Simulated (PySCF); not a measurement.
**How well do the runs reproduce experiment for trichlorosilane?**

**What was measured.**

NIST CCCBDB Release 22 (SRD 101), experimental dipoles lists, for the gas: dipole moment (dielectric constant against temperature) 0.86 D.

The runs below try to reproduce these values; the comparison stands at the end.

Compound: trichlorosilane, Cl₃HSi.
Atom-mapped SMILES: `[Cl:1][SiH:2]([Cl:3])[Cl:4]` (hydrogens: H5 on Si2)

Cartesian coordinates in Å at the PBE0-D3(BJ)/def2-SVP level; atoms count from 1:
```
atom  x, y, z in Å
Cl1   -0.949    1.671   -0.587
Si2    0.006    0.003    0.112
Cl3   -1.000   -1.663   -0.517
Cl4    1.909   -0.037   -0.631
H5     0.051    0.031    1.587
```

The PySCF runs (gas phase, on this PBE0-D3(BJ)/def2-SVP geometry; no spin–orbit coupling):

```json
{"level": "KT3/pcSseg-2", "job": "shieldings", "basis functions": "186"}
{"level": "HF/pcSseg-2", "job": "shieldings", "basis functions": "186"}
{"level": "LDA/pcSseg-2", "job": "shieldings", "basis functions": "186"}
{"level": "PBE0/6-31G*", "job": "10 singlets by full TDDFT, 4 Tamm–Dancoff triplets, polarisability", "basis functions": "74"}
{"level": "PBE0/STO-3G", "job": "shieldings, charges and field gradients", "basis functions": "37"}
{"level": "PBE0/def2-TZVP", "job": "10 singlets by full TDDFT, 4 Tamm–Dancoff triplets, polarisability", "basis functions": "154"}
{"level": "WP04/pcSseg-2", "job": "shieldings", "basis functions": "186"}
{"level": "wB97X-D/pcSseg-2", "job": "shieldings", "basis functions": "186"}
{"level": "PBE0/IGLO-III", "job": "shieldings, charges and field gradients", "basis functions": "186"}
{"level": "PBE0/cc-pVDZ", "job": "shieldings, charges and field gradients", "basis functions": "77"}
{"level": "B3LYP/def2-SVPD", "job": "10 singlets by full TDDFT, 4 Tamm–Dancoff triplets, polarisability, ΔSCF ions", "basis functions": "113"}
{"level": "LDA/def2-SVPD", "job": "10 singlets by full TDDFT, 4 Tamm–Dancoff triplets, polarisability, ΔSCF ions", "basis functions": "113"}
```

All basis functions are spherical.

**Comparison with experiment**

**Dipole moment.** Measured: 0.86 D (NIST CCCBDB Release 22 (SRD 101), experimental dipoles).

```tsv
level	computed (D)	computed − measured (D)	% (from the printed values)
KT3/pcSseg-2	0.97	+0.11	+13
HF/pcSseg-2	1.21	+0.35	+41
LDA/pcSseg-2	1.01	+0.15	+17
PBE0/6-31G*	1.21	+0.35	+41
PBE0/STO-3G	2.17	+1.31	+152
PBE0/def2-TZVP	0.86	0.00	0
WP04/pcSseg-2	1.10	+0.24	+28
wB97X-D/pcSseg-2	1.08	+0.22	+26
PBE0/IGLO-III	0.78	-0.08	-9
PBE0/cc-pVDZ	1.03	+0.17	+20
B3LYP/def2-SVPD	0.95	+0.09	+10
LDA/def2-SVPD	0.92	+0.06	+7
```

12 of the 47 levels run are shown, the closest and the furthest among them. Closest is PBE0/def2-TZVP (0.00 D), furthest PBE0/STO-3G (+1.31 D); one molecule doesn't rank methods. The computed dipoles belong to one fixed geometry; measured ones are averaged over vibrations unless marked μe. Magnitudes are compared, not signs.

The geometry is computed, not the measured one. Where a level misses, the cause wasn't examined.
